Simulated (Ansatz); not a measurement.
Diatomic HfSn, multiplicity 5 (an upper state: multiplicity 1 came lower at CCSD(T)/def2-TZVPP on PBE0 minima). No spin–orbit coupling. The T1 diagnostic near the minimum is 0.046, so single-reference values are doubtful.

Constants: fifth-degree fit in 1/R to seven points, most abundant isotopes. In def2 and cc sets the state is the lowest found near the PBE0 minimum, followed along R.

Programs: Ansatz (an electronic-structure program). Values without a source in brackets are computed. In def2 rows elements past Kr take small-core potentials, without spin–orbit coupling.

Energies at wB97X-V/def2-TZVPP:

| R (Å) | E (hartree) |
|---|---|
| 2.603724 | -262.10463409 |
| 2.673717 | -262.10876102 |
| 2.738110 | -262.11071605 |
| 2.810902 | -262.11124893 |
| 2.883695 | -262.11039772 |
| 2.967686 | -262.10813078 |
| 3.065675 | -262.10426123 |

Task: With a reduced mass of 71.9562 u, find the minimum, the force constant and the constants.

Result: A fifth-degree polynomial in 1/R puts the minimum at r_e = 2.7995 Å with force constant 118 N/m. Then ω_e = (1/2πc)√(k/μ) = 167 cm⁻¹ and B_e = h/(8π²cμr_e²) = 0.02989 cm⁻¹; the cubic and quartic terms give α_e = 7.8e-5 and ω_e x_e = 0.35 cm⁻¹.
